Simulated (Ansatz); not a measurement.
Al2Ru2⁺. Total charge 1; doublet. Geometry r2SCAN-D4/def2-SVP, that of the neutral singlet; atoms count from 1.

Cartesian coordinates in Å:
```
Ru 1.399 -1.146 0.662
Ru 0.062 -0.650 -1.008
Al 0.039 0.639 1.179
Al -1.500 1.157 -0.834
```

In the def2 sets Ru takes a core potential; there is no spin–orbit coupling. The charge 1 doublet is spin-contaminated (final ⟨S²⟩ up to 1.98, 0.75 for a pure state). The structure comes from a short search, and lower isomers may exist.

(1) Estimate the Mulliken populations from the PBE0/def2-TZVP orbitals of Ansatz.

(2) Where does the spin sit?

(3) And the Mayer bond orders between bonded heavy atoms (over 0.3)?

Results:

(1) 
```tsv
atom	charge (e)	spin (α − β)	d electrons
Ru1	0.32	2.23	6.94
Ru2	0.13	-0.72	7.07
Al3	0.22	-0.38	–
Al4	0.33	-0.13	–
```
Mulliken values and Mayer orders depend strongly on the basis.

(2) Summed by element: Ru 1.51, Al -0.51, of 1 unpaired in all. Largest on single atoms: Ru1 2.23, Ru2 -0.72, Al3 -0.38.

(3) Ru1–Ru2 1.79 (2.20 Å); Ru1–Al3 1.20 (2.30 Å); Ru2–Al3 0.72 (2.54 Å); Ru2–Al4 1.20 (2.39 Å); Al3–Al4 0.60 (2.59 Å).
